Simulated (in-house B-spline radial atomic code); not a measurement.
# RPA and G0W0 on CAM-B3LYP: neutral europium

Configuration [Xe] 4f7 6s2, highest spin, mean-field start CAM-B3LYP. Computed with a B-spline radial code for spherical atoms: all electrons, scalar-relativistic (spin-free one-electron X2C), finite nucleus, each spin shell either full or empty, empty states to l = 9 with an (l + 1/2)⁻⁴ tail; G0W0 by contour deformation at full frequency.

Without the two-electron picture change, the correlation of inner shells comes somewhat too large for so heavy an element.

Command:
```bash
python run_gw.py task.json out
```
Settings (radii: box in bohr, nucleus in fm):
```
Z                        63
electrons                63
configuration            [Xe] 4f7 6s2
hamiltonian              x2c
method                   camb3lyp
lmax                     9
rms_radius               5.1115
spin_polarised           True
box_radius               40
intervals                72
ion_configuration        [Xe] 4f7 6s1
```

Time taken, with all properties: 18 s on 1 thread of Arm Neoverse V1, with other jobs on the host.

Energies (hartree):

| term | value |
| --- | --- |
| mean-field total | -10844.29996 |
| Hartree-Fock functional on these orbitals | -10839.62880 |
| direct second order | -6.0764 |
| second-order exchange | 1.61 |
| SOSEX correction | 1.4795 |

Q: What is the RPA correlation energy, and what remains with SOSEX?

A: RPA gives -5.2018 hartree (-2.25 eV per electron); RPA + SOSEX gives -3.7223, and the second-order doubles -4.4664 hartree (no singles). RPA lacks exchange-type terms and so overcorrelates at short range.

Quasi-particle levels (eV):

```csv
level,occupied,mean field,Σx - vxc,Σc,QP weight,G0W0
6s down,yes,-4.769,0.13,?,?,?
6s up,yes,-4.997,0.12,-1.13,0.912,-6.009
```

G0W0 = mean field + (Σx - vxc) + Σc, with Σc (partial-wave tail included) taken at the quasi-particle energy. Only the outer levels were computed. Levels of low weight are left out.

Q: Where does G0W0 put 6s down?

A: At -5.769 eV, with Σc = -1.13 eV and a quasi-particle weight of 0.916. The tabulated removal energy is 5.670 eV (NIST, measured); the calculation leaves out spin-orbit coupling, Breit and QED terms, and what these don't explain is the method's own error.

Q: What does it cost to remove one electron (to [Xe] 4f7 6s1) by differences of total energies, each species on its own start (correlation terms add to the Hartree-Fock functional)?

A: CAM-B3LYP 5.630 eV, Hartree-Fock functional 4.560 eV, + RPA 5.688 eV, + RPA + SOSEX 5.454 eV, + second order 6.091 eV. Tabulated: 5.670 eV (NIST, measured); the calculation leaves out spin-orbit coupling, Breit and QED terms, and what these don't explain is the method's own error.
